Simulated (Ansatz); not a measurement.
Geometry optimisation, UKS PBE0-D4/def2-SVP (Ansatz 0.2.0).

Input file:

```yaml
crystal:
  periodic: [false, false, false]
  atoms:
    - { symbol: Ga, position_ang: [0.0, 0.0, 0.0] }
    - { symbol: Cl, position_ang: [0.0, 0.0, 2.49] }
    - { symbol: H, position_ang: [1.3596, 0.0, -0.785] }
    - { symbol: H, position_ang: [-1.3596, 0.0, -0.785] }
    - { symbol: H, position_ang: [0.0, 0.0, 4.16] }
magnetization:
  spin_polarized: true
  initial_magnetization: 1
basis:
  gaussian: { orbitals: def2-SVP }
hamiltonian:
  xc: pbe0
  dispersion: d4
relax:
  f_tol: 0.15
  max_steps: 25
  restrain:
    - { distance: [1, 4], at: 2.57, k: 30.0 }
    - { distance: [0, 1], at: 2.24, k: 30.0 }
```

Run as:

```bash
$ ansatz run input.yaml --threads 1 --pin off --max-ram 2048MiB --backend cpu --events-out ev --progress --plain --runs-dir out
```

**Question.** Where does it end, and by what steps?

**Answer.** The run converged. The restraints hold the end off the free minimum; the threshold counts their pulls, which the force column leaves out. Restrained pairs: Cl2–H5 (1.67 → 2.57 Å), Ga1–Cl2 (2.49 → 2.22 Å). After 4 steps the energy has fallen by 0.691 eV (the restraints' own energy left out); H5 moved furthest, 0.50 Å.

| step | energy less start (eV) | largest force component (eV/Å) | accepted |
| --- | --- | --- | --- |
| 0 | 0.0000 | 0.728 | yes |
| 1 | -0.4031 | 1.826 | yes |
| 2 | -0.6127 | 0.927 | yes |
| 3 | -0.6836 | 1.036 | yes |
| 4 | -0.6905 | 0.881 | yes |

```xyz
5
Properties=species:S:1:pos:R:3
Ga 0.003 0.000 -0.130
Cl 0.024 -0.002 2.087
H 1.414 0.001 -0.782
H -1.420 0.001 -0.755
H -0.021 0.001 4.660
```

Time of the run: 21 s on 1 thread of AMD EPYC 7R43 64-Core Processor (Zen 3), on a shared host, peak memory 0.18 GiB.
